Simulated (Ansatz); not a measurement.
Reactions of `N=C=CBr`.

Gas-phase electronic energies from Ansatz, PBE0-D4/def2-TZVP geometries. CBS: MP2 limit from def2 TZ/QZ plus the TZ coupled-cluster correction, frozen cores. This one scheme is used for every species, atoms too. Functionals use def2-TZVPP. Open shells (•) are unrestricted, without spin–orbit coupling. Spin–orbit coupling would lower the free atoms: a little for C; clearly for Br. For Br outer-core shells are correlated without core-valence functions, so the limit isn't a true one: a few kJ/mol of doubt a bond, and 10 to 20 or more in all where bonds break to atoms. Scalar relativity is left out up to krypton. Each species was taken in one conformer, which may not be the lowest.

```tsv
reaction	PBE-D4 (kJ/mol)	PBE0-D4 (kJ/mol)	ωB97X-V (kJ/mol)
`N=C=CBr` → `N#CCBr`	-76	-85	-101
`N=C=CBr` → Br• + 2 C• + 2 H• + N•	2446	2349	2308
`N=C=CBr` + H₂O → `N=C=CO` + HBr	36	37	34
`N=C=CBr` + H₂ → `C=C=N` + HBr	-86	-94	-95
```

Question: Give the CCSD(T)/CBS values in the same order. (Estimate.)

Answer: Computed: -109, 2298, 43, -94 kJ/mol.

Largest T1 diagnostic: 0.015, for `C=C=N`.
